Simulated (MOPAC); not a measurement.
A run for MOPAC: AM1 on CH5BO (SMILES BOC), a point of a torsion scan.

```
AM1 1SCF PRECISE CHARGE=0 THREADS=1
CH5BO

B      1.33438497 1    -0.14389418 1     0.07975576 1
O      0.66922879 1    -0.48239865 1     1.13470118 1
C      0.01763677 1    -0.89594556 1     2.26907611 1
H      1.11142203 1    -0.66994422 1    -0.96526542 1
H      2.16412296 1     0.70832311 1     0.14072064 1
H     -0.24407392 1    -1.96129755 1     2.20337996 1
H      0.64149763 1    -0.73703347 1     3.16001562 1
H     -0.90587496 1    -0.31909556 1     2.38518341 1
```

The log:

```
*******************************************************************************
 **                                                                           **
 **                              MOPAC v23.2.5                                **
 **                                                                           **
 *******************************************************************************
 ** MOPAC's Digital Object Identifier: https://doi.org/10.5281/zenodo.6511958 **
 **                                                                           **
 ** Please cite the open-source release paper for use of this MOPAC version:  **
 ** J. E. Moussa and J. J. P. Stewart (2026)                                  **
 ** MOPAC: An open-source semiempirical molecular orbital program             **
 ** J. Open Source Softw., 11(119), 8025, https://doi.org/10.21105/joss.08025 **
 *******************************************************************************

                              AM1 CALCULATION RESULTS

 *******************************************************************************
 *  AM1        - The AM1 Hamiltonian to be used
 *
 *
 *
 *                 CHARGE ON SYSTEM = 0
 *
 *
 *
 *  PRECISE    - TIGHTER CRITERIA TO BE USED
 *  1SCF       - DO 1 SCF AND THEN STOP
 *  THREADS=1  - MULTI-THREADING NOT USED
 *  T=         - A TIME OF 172800.0 SECONDS REQUESTED
 *  DUMP=N     - RESTART FILE WRITTEN EVERY 7200.0 SECONDS REQUESTED
 *******************************************************************************
AM1 1SCF PRECISE CHARGE=0 THREADS=1
 CH5BO

   ATOM   CHEMICAL          X               Y               Z
  NUMBER   SYMBOL      (ANGSTROMS)     (ANGSTROMS)     (ANGSTROMS)

     1       B          1.33438497  *  -0.14389418  *   0.07975576  *
     2       O          0.66922879  *  -0.48239865  *   1.13470118  *
     3       C          0.01763677  *  -0.89594556  *   2.26907611  *
     4       H          1.11142203  *  -0.66994422  *  -0.96526542  *
     5       H          2.16412296  *   0.70832311  *   0.14072064  *
     6       H         -0.24407392  *  -1.96129755  *   2.20337996  *
     7       H          0.64149763  *  -0.73703347  *   3.16001562  *
     8       H         -0.90587496  *  -0.31909556  *   2.38518341  *



          CARTESIAN COORDINATES

    NO.       ATOM           X           Y           Z

     1         B          1.3344     -0.1439      0.0798
     2         O          0.6692     -0.4824      1.1347
     3         C          0.0176     -0.8959      2.2691
     4         H          1.1114     -0.6699     -0.9653
     5         H          2.1641      0.7083      0.1407
     6         H         -0.2441     -1.9613      2.2034
     7         H          0.6415     -0.7370      3.1600
     8         H         -0.9059     -0.3191      2.3852

  H: (AM1): M.J.S. DEWAR ET AL, J. AM. CHEM. SOC. 107 3902-3909 (1985)
  B: (AM1): M.J.S. DEWAR ET AL, ORGANOMETALLICS, 7, 513-521 (1988)
  C: (AM1): M.J.S. DEWAR ET AL, J. AM. CHEM. SOC. 107 3902-3909 (1985)
  O: (AM1): M.J.S. DEWAR ET AL, J. AM. CHEM. SOC. 107 3902-3909 (1985)

           Empirical Formula: C H5 O B  =     8 atoms



      MOLECULAR POINT GROUP   :   Cs


      RHF CALCULATION, NO. OF DOUBLY OCCUPIED LEVELS = 9


 -------------------------------------------------------------------------------
 AM1 1SCF PRECISE CHARGE=0 THREADS=1
 CH5BO



     1SCF WAS SPECIFIED, SO BFGS WAS NOT USED
     SCF FIELD WAS ACHIEVED


                              AM1 CALCULATION
                                                       MOPAC v23.2.5 Linux




          FINAL HEAT OF FORMATION =        -31.22233 KCAL/MOL =    -130.63422 KJ/MOL


          COSMO AREA              =         90.09 SQUARE ANGSTROMS
          COSMO VOLUME            =         69.77 CUBIC ANGSTROMS

          IONIZATION POTENTIAL    =          9.446183 EV
          HOMO LUMO ENERGIES (EV) =         -9.446  1.442
          NO. OF FILLED LEVELS    =          9
          MOLECULAR WEIGHT        =         43.8599         POINT GROUP:  Cs

          MOLECULAR DIMENSIONS (Angstroms)

            Atom       Atom       Distance
            H     7    H     4     4.15250
            H     5    H     6     3.40420
            H     6    H     8     1.53656


          SCF CALCULATIONS        =          1





   ATOM   CHEMICAL          X               Y               Z
  NUMBER   SYMBOL      (ANGSTROMS)     (ANGSTROMS)     (ANGSTROMS)

     1       B          1.33438497  *  -0.14389418  *   0.07975576  *
     2       O          0.66922879  *  -0.48239865  *   1.13470118  *
     3       C          0.01763677  *  -0.89594556  *   2.26907611  *
     4       H          1.11142203  *  -0.66994422  *  -0.96526542  *
     5       H          2.16412296  *   0.70832311  *   0.14072064  *
     6       H         -0.24407392  *  -1.96129755  *   2.20337996  *
     7       H          0.64149763  *  -0.73703347  *   3.16001562  *
     8       H         -0.90587496  *  -0.31909556  *   2.38518341  *

                             CARTESIAN COORDINATES

   1    B        1.334384970    -0.143894180     0.079755760
   2    O        0.669228790    -0.482398650     1.134701180
   3    C        0.017636770    -0.895945560     2.269076110
   4    H        1.111422030    -0.669944220    -0.965265420
   5    H        2.164122960     0.708323110     0.140720640
   6    H       -0.244073920    -1.961297550     2.203379960
   7    H        0.641497630    -0.737033470     3.160015620
   8    H       -0.905874960    -0.319095560     2.385183410


           Empirical Formula: C H5 O B  =     8 atoms



      MOLECULAR POINT GROUP   :   Cs


                  EIGENVALUES
 -38.71270 -29.32104 -21.39588 -16.65832 -16.28703 -15.90114 -12.76776 -11.78578
  -9.44618   1.44180   3.04699   4.09759   4.14009   4.32204   4.38297   6.58807
   9.09464


              NET ATOMIC CHARGES AND DIPOLE CONTRIBUTIONS

  ATOM NO.   TYPE          CHARGE      No. of ELECS.   s-Pop       p-Pop
    1          B           0.338945        2.6611     1.20290     1.45815
    2          O          -0.506335        6.5063     1.70033     4.80601
    3          C           0.145650        3.8544     1.21013     2.64422
    4          H          -0.072080        1.0721     1.07208
    5          H          -0.072024        1.0720     1.07202
    6          H           0.052384        0.9476     0.94762
    7          H           0.052186        0.9478     0.94781
    8          H           0.061275        0.9387     0.93873
 DIPOLE           X         Y         Z       TOTAL
 POINT-CHG.    -0.744    -0.473     1.292     1.564
 HYBRID        -0.132    -0.083     0.228     0.276
 SUM           -0.875    -0.556     1.520     1.840


          ATOMIC ORBITAL ELECTRON POPULATIONS

     Atom    s        px        py        pz
    1  B   1.20290   0.42786   0.47600   0.55429
    2  O   1.70033   1.64248   1.76212   1.40141
    3  C   1.21013   0.91594   0.96469   0.76359
    4  H   1.07208
    5  H   1.07202
    6  H   0.94762
    7  H   0.94781
    8  H   0.93873

 **********************
 *                    *
 * JOB ENDED NORMALLY *
 *                    *
 **********************




 == MOPAC DONE ==
```

The run finished.

Cost: about 0.020 core-seconds (a rough figure).
